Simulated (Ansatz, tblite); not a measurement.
Forces on the cluster MoS3⁻ at its PBE0-D4/def2-SVPD geometry. Charge -1, multiplicity 2.

In the def2 sets Mo takes a core potential; there is no spin–orbit coupling. The xTB rows come from tblite. The structure comes from a short search, and lower isomers may exist.

GFN1-xTB (tblite), largest force 0.15 eV/Å:

```xyz
4
positions Å, forces eV/Å
Mo    0.001    0.001   -0.001   -0.003   -0.001    0.004
S    -0.674    1.286    1.595    0.047   -0.086   -0.109
S    -1.086   -0.068   -1.862    0.073    0.006    0.123
S     1.759   -1.219    0.268   -0.116    0.082   -0.018
```

GFN2-xTB (tblite), largest force 0.09 eV/Å:

```
Mo -0.002 0.000 0.003
S -0.026 0.050 0.062
S -0.043 -0.002 -0.075
S 0.071 -0.048 0.011
```

CAM-B3LYP-D4/def2-TZVPD (Ansatz), largest force 0.24 eV/Å:

```
Mo -0.001 0.000 0.002
S 0.074 -0.140 -0.175
S 0.118 0.008 0.202
S -0.191 0.133 -0.029
```
